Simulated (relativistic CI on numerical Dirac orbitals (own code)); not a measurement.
Energy levels of Kr XXVII

Calculated at this level of theory: Dirac-Coulomb-Breit CI, separate exchange-only KLI orbitals for each configuration, a model potential for QED, unscaled Slater integrals (own radial code, finite nucleus).

Configuration list (outside the closed core 1s2): 2s²2p⁶, 2s²2p⁵3s, 2s²2p⁵3p, 2s²2p⁵3d, 2s2p⁶3s, 2s2p⁶3p, 2s2p⁶3d, 2s²2p⁵4s, 2s²2p⁵4p, 2s²2p⁵4d, 2s²2p⁵4f, 2s2p⁶4s, 2s2p⁶4p, 2s²2p⁴3s², 2s2p⁶4d, 2s²2p⁵5s, 2s2p⁶4f, 2s²2p⁵5p, 2s²2p⁵5d, 2s²2p⁴3s3p, 2s²2p⁵5f, 2s²2p⁵5g, 2s²2p⁴3p², 2s²2p⁴3s3d, 2s²2p⁴3p3d, 2s2p⁵3s², 2s2p⁵3s3p, 2s²2p⁴3d², 2s2p⁶5s, 2s2p⁶5p, 2s2p⁶5d, 2s2p⁵3p², 2s2p⁶5f, 2s2p⁵3s3d, 2s2p⁶5g, 2s2p⁵3p3d. Levels of other configurations are missing.

| No. | Configuration | Term | J | E (Ry) | % | Next component (%) | Lifetime (s) | jj configuration (%) |
| --- | --- | --- | --- | --- | --- | --- | --- | --- |
| 1 | 2s²2p⁶ | ¹S | 0 | 0.000 | 100 |  |  | closed (100) |
| 2 | 2s²2p⁵3s | ³P° | 2 | 121.151 | 100 |  | 1.89e-07 | 2p3/2^3 3s (100) |
| 3 | 2s²2p⁵3s | ¹P° | 1 | 121.386 | 62 | 37 ³P° | 1.82e-13 | 2p3/2^3 3s (100) |
| 4 | 2s²2p⁵3p | ³S | 1 | 124.924 | 55 | 38 ³P | 1.28e-10 | 2p3/2^3 3p1/2 (90) |
| 5 | 2s²2p⁵3p | ³D | 2 | 125.152 | 53 | 32 ¹D | 6.37e-11 | 2p3/2^3 3p1/2 (100) |
| 6 | 2s²2p⁵3s | ³P° | 0 | 125.199 | 100 |  | 6.73e-07 | 2p1/2 2p3/2^4 3s (100) |
| 7 | 2s²2p⁵3s | ³P° | 1 | 125.319 | 62 | 37 ¹P° | 2.70e-13 | 2p1/2 2p3/2^4 3s (99) |
| 8 | 2s²2p⁵3p | ³D | 3 | 126.002 | 100 |  | 5.65e-11 | 2p3/2^3 3p3/2 (100) |
| 9 | 2s²2p⁵3p | ¹P | 1 | 126.036 | 59 | 20 ³S | 6.59e-11 | 2p3/2^3 3p3/2 (90) |
| 10 | 2s²2p⁵3p | ³P | 2 | 126.354 | 67 | 33 ¹D | 3.62e-11 | 2p3/2^3 3p3/2 (100) |
| 11 | 2s²2p⁵3p | ³P | 0 | 127.517 | 73 | 27 ¹S | 2.90e-11 | 2p3/2^3 3p3/2 (84) |
| 12 | 2s²2p⁵3p | ³D | 1 | 129.104 | 71 | 27 ¹P | 1.17e-10 | 2p1/2 2p3/2^4 3p1/2 (99) |
| 13 | 2s²2p⁵3p | ³P | 1 | 130.119 | 56 | 21 ³S | 5.22e-11 | 2p1/2 2p3/2^4 3p3/2 (99) |
| 14 | 2s²2p⁵3p | ³D | 2 | 130.211 | 47 | 35 ¹D | 3.85e-11 | 2p1/2 2p3/2^4 3p3/2 (100) |
| 15 | 2s²2p⁵3d | ³P° | 0 | 130.722 | 100 |  | 4.04e-11 | 2p3/2^3 3d3/2 (100) |
| 16 | 2s²2p⁵3p | ¹S | 0 | 130.777 | 73 | 27 ³P | 2.18e-11 | 2p1/2 2p3/2^4 3p1/2 (84) |
| 17 | 2s²2p⁵3d | ³P° | 1 | 130.896 | 84 | 15 ³D° | 3.31e-12 | 2p3/2^3 3d3/2 (82) |
| 18 | 2s²2p⁵3d | ³F° | 3 | 131.171 | 58 | 34 ¹F° | 3.60e-11 | 2p3/2^3 3d3/2 (100) |
| 19 | 2s²2p⁵3d | ³F° | 4 | 131.203 | 100 |  | 5.22e-11 | 2p3/2^3 3d5/2 (100) |
| 20 | 2s²2p⁵3d | ³P° | 2 | 131.217 | 53 | 41 ³D° | 4.12e-11 | 2p3/2^3 3d5/2 (53) |
| 21 | 2s²2p⁵3d | ¹D° | 2 | 131.446 | 57 | 24 ³F° | 3.89e-11 | 2p3/2^3 3d3/2 (54) |
| 22 | 2s²2p⁵3d | ³D° | 3 | 131.665 | 68 | 30 ¹F° | 4.59e-11 | 2p3/2^3 3d5/2 (100) |
| 23 | 2s²2p⁵3d | ³D° | 1 | 132.498 | 49 | 44 ¹P° | 1.39e-14 | 2p3/2^3 3d5/2 (77) |
| 24 | 2s²2p⁵3d | ³F° | 2 | 135.183 | 70 | 24 ¹D° | 3.52e-11 | 2p1/2 2p3/2^4 3d3/2 (100) |
| 25 | 2s²2p⁵3d | ³D° | 2 | 135.399 | 42 | 39 ³P° | 4.78e-11 | 2p1/2 2p3/2^4 3d5/2 (99) |
| 26 | 2s²2p⁵3d | ³F° | 3 | 135.508 | 40 | 35 ¹F° | 4.87e-11 | 2p1/2 2p3/2^4 3d5/2 (100) |
| 27 | 2s²2p⁵3d | ¹P° | 1 | 136.106 | 55 | 36 ³D° | 1.05e-14 | 2p1/2 2p3/2^4 3d3/2 (94) |
| 28 | 2s2p⁶3s | ³S | 1 | 138.856 | 99 | 1 2s²2p⁵3p ³S | 2.99e-12 | 2s 3s (99) |
| 29 | 2s2p⁶3s | ¹S | 0 | 139.633 | 100 |  | 4.20e-12 | 2s 3s (100) |
| 30 | 2s2p⁶3p | ³P° | 0 | 142.762 | 99 |  | 3.23e-12 | 2s 3p1/2 (99) |
| 31 | 2s2p⁶3p | ³P° | 1 | 142.836 | 77 | 22 ¹P° | 1.89e-13 | 2s 3p1/2 (98) |
| 32 | 2s2p⁶3p | ³P° | 2 | 143.753 | 99 |  | 3.11e-12 | 2s 3p3/2 (99) |
| 33 | 2s2p⁶3p | ¹P° | 1 | 143.954 | 77 | 23 ³P° | 5.66e-14 | 2s 3p3/2 (98) |
| 34 | 2s2p⁶3d | ³D | 1 | 148.632 | 100 |  | 3.56e-12 | 2s 3d3/2 (100) |
| 35 | 2s2p⁶3d | ³D | 2 | 148.690 | 98 | 2 ¹D | 3.42e-12 | 2s 3d3/2 (73) |
| 36 | 2s2p⁶3d | ³D | 3 | 148.822 | 100 |  | 3.42e-12 | 2s 3d5/2 (100) |
| 37 | 2s2p⁶3d | ¹D | 2 | 149.411 | 98 | 2 ³D | 2.42e-12 | 2s 3d5/2 (73) |
| 38 | 2s²2p⁵4s | ³P° | 2 | 164.320 | 100 |  | 5.22e-13 | 2p3/2^3 4s (100) |
| 39 | 2s²2p⁵4s | ¹P° | 1 | 164.401 | 65 | 35 ³P° | 2.63e-13 | 2p3/2^3 4s (100) |
| 40 | 2s²2p⁵4p | ³S | 1 | 165.887 | 48 | 44 ³P | 4.75e-13 | 2p3/2^3 4p1/2 (94) |
| 41 | 2s²2p⁵4p | ³D | 2 | 165.949 | 51 | 34 ¹D | 4.67e-13 | 2p3/2^3 4p1/2 (100) |
| 42 | 2s²2p⁵4p | ³D | 3 | 166.297 | 100 |  | 5.15e-13 | 2p3/2^3 4p3/2 (100) |
| 43 | 2s²2p⁵4p | ¹P | 1 | 166.317 | 62 | 22 ³S | 5.00e-13 | 2p3/2^3 4p3/2 (94) |
| 44 | 2s²2p⁵4p | ³P | 2 | 166.423 | 68 | 32 ¹D | 5.27e-13 | 2p3/2^3 4p3/2 (100) |
| 45 | 2s²2p⁵4p | ¹S | 0 | 166.953 | 55 | 45 ³P | 5.65e-13 | 2p3/2^3 4p3/2 (98) |
| 46 | 2s²2p⁵4d | ³P° | 0 | 168.068 | 99 | 1 2s²2p⁵4s ³P° | 2.67e-13 | 2p3/2^3 4d3/2 (99) |
| 47 | 2s²2p⁵4d | ³P° | 1 | 168.137 | 80 | 19 ³D° | 2.50e-13 | 2p3/2^3 4d3/2 (83) |
| 48 | 2s²2p⁵4d | ³F° | 3 | 168.227 | 56 | 36 ¹F° | 2.69e-13 | 2p3/2^3 4d3/2 (100) |
| 49 | 2s²2p⁵4d | ³F° | 4 | 168.252 | 100 |  | 2.66e-13 | 2p3/2^3 4d5/2 (100) |
| 50 | 2s²2p⁵4d | ³D° | 2 | 168.257 | 53 | 41 ³P° | 2.69e-13 | 2p3/2^3 4d3/2 (62) |
| 51 | 2s²2p⁵4d | ¹D° | 2 | 168.334 | 64 | 18 ³F° | 2.69e-13 | 2p3/2^3 4d5/2 (62) |
| 52 | 2s²2p⁵4s | ³P° | 0 | 168.383 | 99 | 1 2s²2p⁵4d ³P° | 5.15e-13 | 2p1/2 2p3/2^4 4s (99) |
| 53 | 2s²2p⁵4s | ³P° | 1 | 168.402 | 62 | 32 ¹P° | 1.39e-13 | 2p1/2 2p3/2^4 4s (94) |
| 54 | 2s²2p⁵4d | ³D° | 3 | 168.417 | 69 | 30 ¹F° | 2.70e-13 | 2p3/2^3 4d5/2 (100) |
| 55 | 2s²2p⁵4d | ¹P° | 1 | 168.791 | 55 | 33 ³D° | 2.68e-14 | 2p3/2^3 4d5/2 (80) |
| 56 | 2s²2p⁵4f | ³D | 1 | 169.260 | 100 |  | 1.22e-13 | 2p3/2^3 4f5/2 (100) |
| 57 | 2s²2p⁵4f | ³G | 4 | 169.282 | 50 | 49 ¹G | 1.28e-13 | 2p3/2^3 4f5/2 (99) |
| 58 | 2s²2p⁵4f | ³D | 2 | 169.298 | 78 | 13 ³F | 1.24e-13 | 2p3/2^3 4f5/2 (53) |
| 59 | 2s²2p⁵4f | ³G | 5 | 169.309 | 100 |  | 1.28e-13 | 2p3/2^3 4f7/2 (100) |
| 60 | 2s²2p⁵4f | ³F | 3 | 169.351 | 62 | 21 ³D | 1.26e-13 | 2p3/2^3 4f5/2 (81) |
| 61 | 2s²2p⁵4f | ¹D | 2 | 169.361 | 59 | 41 ³F | 1.29e-13 | 2p3/2^3 4f7/2 (53) |
| 62 | 2s²2p⁵4f | ¹F | 3 | 169.371 | 63 | 25 ³D | 1.26e-13 | 2p3/2^3 4f7/2 (81) |
| 63 | 2s²2p⁵4f | ³F | 4 | 169.395 | 73 | 18 ¹G | 1.28e-13 | 2p3/2^3 4f7/2 (99) |
| 64 | 2s²2p⁵4p | ³D | 1 | 169.973 | 73 | 24 ¹P | 4.60e-13 | 2p1/2 2p3/2^4 4p1/2 (100) |
| 65 | 2s²2p⁵4p | ³P | 1 | 170.382 | 52 | 27 ³S | 5.20e-13 | 2p1/2 2p3/2^4 4p3/2 (100) |
| 66 | 2s²2p⁵4p | ³D | 2 | 170.413 | 49 | 34 ¹D | 5.16e-13 | 2p1/2 2p3/2^4 4p3/2 (100) |
| 67 | 2s²2p⁵4p | ³P | 0 | 170.424 | 55 | 45 ¹S | 5.06e-13 | 2p1/2 2p3/2^4 4p1/2 (98) |
| 68 | 2s²2p⁵4d | ³F° | 2 | 172.266 | 73 | 21 ¹D° | 2.69e-13 | 2p1/2 2p3/2^4 4d3/2 (100) |
| 69 | 2s²2p⁵4d | ³P° | 2 | 172.359 | 45 | 38 ³D° | 2.67e-13 | 2p1/2 2p3/2^4 4d5/2 (100) |
| 70 | 2s²2p⁵4d | ³F° | 3 | 172.402 | 43 | 34 ¹F° | 2.68e-13 | 2p1/2 2p3/2^4 4d5/2 (100) |

Energies count from the lowest computed level; ° marks odd parity; lifetimes are radiative, by E1, M1, E2, M2 decay to levels of this space only. Filled j subshells are mostly left out of the jj labels.

The mean weight of the leading LS term, summed over parents, in these 70 levels is 72 %, and that of the leading jj configuration (from the same eigenvectors) 92 %, so jj coupling describes them better and the LS labels are nominal.

At this charge energies of transitions that change n are usually good to better than 1 %, and those within a shell (Δn = 0) to a few per cent.

LS names give the leading component of a level, which can be under half, so a name can repeat, a term be missing and a line seem to break the LS rules.
